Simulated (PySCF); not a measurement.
C4H7ClSi. Atoms are numbered in the order given.

```xyz
13

C     -1.2155     1.9363    -0.9184
C     -0.9267     0.6343    -0.1987
Si    -2.2741    -0.6914    -0.1250
C      0.2230     0.3713     0.3779
C      1.3568     0.0740     0.9608
Cl     2.6746    -0.7312     0.1226
H     -1.4753     1.7437    -1.9730
H     -0.3526     2.6170    -0.8905
H     -2.0808     2.4471    -0.4635
H     -2.6607    -1.0831    -1.5133
H     -3.4850    -0.1309     0.5464
H     -1.7799    -1.8772     0.6231
H      1.5769     0.2979     2.0078
```

Geometry: B3LYP-D3(BJ)/def2-SVP. This is a generated structure with no PubChem entry under its InChIKey; it may be hypothetical.

These are B3LYP-D3(BJ)/def2-SVP in PySCF values and carry that method's errors.

Frequencies are harmonic and unscaled.

Computed vibrational spectrum:
```tsv
mode	ν (cm⁻¹)	IR (km/mol)	moving atoms (share of kinetic energy)
1	80	0.0	Si 30 %, Cl 27 %, H 22 %, C 21 %
2	95	0.0	H 74 %, C 14 %
3	117	0.7	H 42 %, C 38 %, Cl 19 %
4	145	0.2	H 82 %, C 11 %
5	198	0.1	C 56 %, H 26 %, Si 11 %
6	250	0.3	C 57 %, H 30 %, Si 11 %
7	321	1.0	C 60 %, H 29 %, Cl 11 %
8	462	18.0	C 51 %, Si 27 %, H 12 %, Cl 10 %
9	521	14.5	C 70 %, H 15 %, Cl 10 %
10	630	16.3	C 50 %, H 39 %, Si 10 %
11	661	22.8	H 71 %, C 18 %, Si 10 %
12	674	26.0	H 53 %, C 38 %, Si 9 %
13	763	49.2	H 53 %, C 41 %
14	765	37.1	C 60 %, H 29 %, Cl 11 %
15	927	329.3	H 88 %, Si 10 %
16	942	44.9	H 97 %
17	950	15.6	H 51 %, C 48 %
18	958	73.5	H 97 %
19	1031	0.6	H 68 %, C 32 %
20	1130	3.3	C 68 %, H 31 %
21	1190	8.2	H 82 %, C 18 %
22	1362	43.2	C 81 %, H 19 %
23	1384	0.2	H 81 %, C 19 %
24	1454	9.7	H 96 %
25	1462	14.9	H 91 %, C 9 %
26	2046	12.3	C 99 %
27	2211	119.1	H 96 %
28	2214	110.2	H 97 %
29	2253	74.2	H 96 %
30	3022	22.5	H 97 %
31	3091	9.1	H 91 %, C 9 %
32	3131	8.4	H 90 %, C 10 %
33	3192	4.8	H 91 %, C 9 %
```
